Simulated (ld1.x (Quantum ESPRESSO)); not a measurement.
**What one change does to a pseudopotential (gallium (Ga), PAW)**

ld1.x (Quantum ESPRESSO) 7.5 input, shortened:

```
&input
   title='Ga', zed=31., rel=1, dft='PBE', iswitch=3,
   config='[Ar] 3d10 4s2 4p0'
 /
 &inputp
   pseudotype=3, lpaw=.true., tm=.true., lloc=-1, rcloc=1.30,
   nlcc=.false.,
   which_augfun='BESSEL', rmatch_augfun=0.90
 /
6
4S  1  0   2.00   0.00  1.45  2.00  0.0
4S  1  0   0.00  -0.15  1.45  2.00  0.0
4P  2  1   0.00   0.00  1.90  2.30  0.0
4P  2  1   0.00   0.15  1.90  2.30  0.0
3D  3  2  10.00   0.00  0.90  1.15  0.0
3D  3  2   0.00  -1.50  0.90  1.15  0.0
 &test
   configts(1)='3d10 4s2 4p0'
 /
```

All-electron outer shells of the reference configuration (PBE, scalar-relativistic, ld1.x):

| shell | level (eV) | outermost node (bohr) | outermost maximum (bohr) |
| --- | --- | --- | --- |
| 3p | -107.14 | 0.24 | 0.56 |
| 3d | -27.42 | – | 0.53 |
| 4s | -16.33 | 0.80 | 1.85 |
| 4p | -9.07 | 0.87 | 2.32 |

Change: waves 4p (bound): rcut 1.90, rcutus 2.54 bohr; 4p channel at 0.15 Ry: rcut 1.90, rcutus 2.54 bohr.

Cutoffs: the cutoffs (Ry, on a coarse ladder) from which the occupation-weighted sum of valence levels, in a spherical-Bessel basis at the reference potential, stays within 10 and 1 mRy of its value at 400 Ry; they do not see the model core or the augmentation charge, which bear on the density cutoff. Errors are all-electron minus pseudo energies relative to the spin-unpolarised reference configuration.

Problem. Predict the effect on cutoff, ghosts and configuration errors.

Solution. The potential gets neither clearly harder nor softer (110 Ry and 180 Ry → 110 Ry and 180 Ry); of the 6 tests that both files solve, the error grows in 4 and shrinks in 0 by more than 15 % and 0.3 meV (median size 2.0 → 5.7 meV); neither file shows a bound ghost at the reference potential, the only one tested. More of the atom is replaced by a form fitted at one configuration, so other configurations suffer.

| quantity | base | changed |
| --- | --- | --- |
| cutoff, loose | 110 Ry | 110 Ry |
| cutoff, tight | 180 Ry | 180 Ry |
| bound ghosts | none | none |
| tests counted (converged, no solver errors) | 6 of 7 | 6 of 7 |
| error for 3d10 4s2 4p1, meV [ΔE -5.69 eV] | +2.7 | +5.7 |
| error for 3d10 4s1 4p0, meV [ΔE 21.13 eV] | +17 | +17 |
| error for 3d10 4s0 4p0, meV [ΔE 52.40 eV] | +120 | +120 |
| error for 3d10 4s1 4p2, meV [ΔE 0.85 eV] | +0.4 | +5.7 |
| error for 3d10 4s1 4p1, meV [ΔE 7.37 eV] | -0.1 | -0.8 |
| error for 3d10 4s2 4p0.5, meV [ΔE -3.66 eV] | +1.3 | +2.4 |
| lowest overlap eigenvalue by channel | s 0.32, p 0.56, d 0.97 | s 0.32, p 0.53, d 0.97 |

Base: Tests not counted: 3d9 4s0 4p0 (solver errors, printed error -1346 eV). Changed file: Tests not counted: 3d9 4s0 4p0 (solver errors, printed error -1346 eV).
